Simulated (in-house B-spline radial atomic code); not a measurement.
Cd²⁺. Computed with a B-spline radial atomic code. Model: non-relativistic spherical atom: semilocal Troullier-Martins pseudo-atom, one channel per l, against all electrons, high spin, G0W0 and RPA with empty states to l = 8, local potential for every l without a channel, a model core (radius 0 = none) keeps its share of the functional.

Without relativity these are model numbers for so heavy an element.

What the tables leave out is listed at the end.

The pseudopotential gives back the lowest level of each angular momentum of its own functional in the configuration it was made in; a second state of the same l is only approximately right. Exact exchange, RPA and GW see the smooth pseudo-orbitals and miss the exchange with the core, for which the functional's share stands in. The column with an uncorrelated core keeps all orbitals and exact exchange, and so separates missing core correlation from pseudisation. Only the three outermost levels and the lowest empty one were computed. RPA here is direct RPA, with no exchange kernel, and its energies carry an (l + 1/2)⁻⁴ tail. A hybrid on a potential with a model core restores only its own semilocal share of the core's exchange.

Command:
```bash
python run_psgw.py task.json out
```
Settings (lengths in bohr, energies in hartree):
```
Z                      48
electrons              46
configuration          [Kr] 4d10
generated_in           [Kr] 4d10
functional             pbe,pbe
core_shells            6
radius_factor          1.15
core_correction        True
```

Time taken, with all properties: 31 s on 1 thread of Arm Neoverse N1, with other jobs on the host.

Given: made with PBE; model core radius 0.578 bohr; local radius 0.978 bohr; mean-field start PBE.

Valence shells of the generating configuration: 4s, 4p, 4d.

Channel: s 0.953, p 0.993, d 1.118 (radii in bohr).

Computed: largest level miss in the spin-unpolarised generating configuration 0.003 eV; valence RPA correlation energy pseudo -1.197 hartree; all-electron RPA polarisability, core included 4.8537 bohr³; pseudo-atom RPA polarisability 4.81 bohr³.

```csv
level,occupied,mean-field all-electron (eV),mean-field pseudo minus all (eV),G0W0 all-electron (eV),G0W0 uncorrelated core minus all (eV),G0W0 pseudo minus all (eV),exchange self-energy all-electron (eV),exchange self-energy pseudo (eV)
4d,1,-30.855,-0.001,-38.348,0.13,-0.122,-39.549,-35.104
5s (empty),0,-20.287,-0.152,-16.371,0.041,-0.065,-3.9912,-3.0887
```

Question: What is the valence RPA correlation energy all-electron orbitals?

Answer: -1.1723 hartree.

Given: mean-field start PBE0.

Computed: valence RPA correlation energy pseudo -1.1431 hartree; all-electron RPA polarisability, core included 4.3181 bohr³; pseudo-atom RPA polarisability 4.2759 bohr³.

| level | occupied | mean-field all-electron (eV) | mean-field pseudo minus all (eV) | G0W0 all-electron (eV) | G0W0 uncorrelated core minus all (eV) | G0W0 pseudo minus all (eV) | exchange self-energy all-electron (eV) | exchange self-energy pseudo (eV) |
| --- | --- | --- | --- | --- | --- | --- | --- | --- |
| 4d | 1 | -33.084 | -0.036 | -38.476 | 0.134 | -0.135 | -39.65 | -35.215 |
| 5s (empty) | 0 | -18.901 | -0.06 | -16.229 | 0.038 | -0.005 | -3.709 | -2.8525 |

Question: What is the valence RPA correlation energy all-electron orbitals?

Answer: -1.1199 hartree.

Among the listed levels the largest G0W0 shift of the pseudo-atom is -0.14 eV, for 4d on the PBE0 start, while leaving the core uncorrelated moves that level by +0.13 eV. The rest, -0.27 eV, comes from pseudisation and the lost core exchange. Not in the tables (levels of low weight, unsolved or above zero; the highest and the empty levels are kept at any weight): on PBE the G0W0 levels 4p (pseudo minus all -0.82 eV, weights 0.01 and 0.01), 4s (pseudo minus all -0.33 eV, weights 0.32 and 0.30); on PBE0 the G0W0 levels 4p (pseudo minus all -0.19 eV, weights 0.24 and 0.21), 4s (pseudo minus all +0.02 eV, weights 0.18 and 0.20); no Hartree-Fock pseudo-atom is run with a model core.
